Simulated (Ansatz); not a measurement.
`[F][Zr]([F])([Cl])[Cl]` + `FC1=N[SiH]1Cl` → `[F][Zr]([Cl])([Cl])[Cl]` + `FC1=N[SiH]1F` at 400 K and 1 bar (redistribution).

Calculated with Ansatz (gas phase, PBE0-D4/def2-TZVP geometries, no zero-point term in ΔE). CBS: MP2 limit from def2 TZ/QZ plus the TZ coupled-cluster correction, frozen cores. Elements past krypton have def2 core potentials. For Zr outer-core shells are correlated without core-valence functions, which leaves a few kJ/mol of doubt a bond.

```
                  species  CCSD(T)/CBS energy (Eh)  H − E (kJ/mol)  S (J/(mol·K))
 `[F][Zr]([F])([Cl])[Cl]`              -1166.45079            47.9          388.3
          `FC1=N[SiH]1Cl`               -941.99197            84.7          339.9
`[F][Zr]([Cl])([Cl])[Cl]`              -1526.43176            46.9          397.3
           `FC1=N[SiH]1F`               -582.02075            86.8          326.4
```

H − E and S are ideal-gas, rigid-rotor, harmonic terms from PBE0-D4/def2-TZVP, for one conformer and one mirror image of each species. 1 Eh = 2625.50 kJ/mol, R = 8.31446 J/(mol·K).

Q: By hand: ΔE, ΔH, ΔS and ΔG.

A: ΔE = (-1526.43176) + (-582.02075) − (-1166.45079) − (-941.99197) = -0.00975 Eh = -25.6 kJ/mol. Δ(H − E) = 46.9 + 86.8 − 47.9 − 84.7 = 1.1, so ΔH = -24.5 kJ/mol. ΔS = 397.3 + 326.4 − 388.3 − 339.9 = -4.5 J/(mol·K). ΔG = -24.5 − 400 × (-4.5)/1000 = -22.7 kJ/mol.

Q: By hand: the equilibrium constant, and the temperature at which ΔG would vanish if ΔH and ΔS stayed fixed.

A: log₁₀ K = −ΔG/(RT ln 10) = 3.0. ΔG = 0 at ΔH/ΔS = 5444 K, far beyond where these terms or the molecules hold.

The number of gas molecules stays the same, so ΔS is small and ΔH decides. A doubt of 5 kJ/mol in ΔE shifts log₁₀ K by 0.7 here. Other conformers and mirror images would add mixing entropy, several J/(mol·K) or more a flexible species. These are equilibria of isolated gas molecules and say nothing of rates. Largest T1 diagnostic: 0.017 (customary marks: 0.02 for closed shells, 0.045 for open ones).
